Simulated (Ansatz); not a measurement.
System: C₄H₅FO, net charge 0, singlet state. SMILES: C=C(F)CC=O
Geometry from a B3LYP-D3(BJ)/def2-TZVP (Ansatz, a first-principles code) optimisation:
```xyz
11

C     -1.9598    -0.3652    -0.6546
C     -0.9815    -0.0685     0.1812
F     -1.1389     0.9442     1.0734
C      0.3674    -0.6940     0.2898
C      1.4753     0.2397    -0.1686
O      2.4005    -0.1159    -0.8464
H     -1.8332    -1.1622    -1.3713
H     -2.8941     0.1764    -0.6333
H      0.4222    -1.6148    -0.2876
H      0.5605    -0.9314     1.3434
H      1.3825     1.2896     0.1722
```

Parts of the frozen-core correlation energy in cc-pVDZ (Ansatz, hartree). Frozen orbitals: 6; correlated occupied orbitals by spin: 17 and 17; virtual: 86 and 86. No spin-orbit coupling. Non-relativistic.

```
term                            value
-------------------------  ----------
reference (HF)             -328.67029
MP2 opposite-spin            -0.66348
MP2 same-spin                -0.22952
CCSD correlation             -0.93591
(T)                          -0.02953
T1 diagnostic                   0.014
largest doubles amplitude       0.064
```
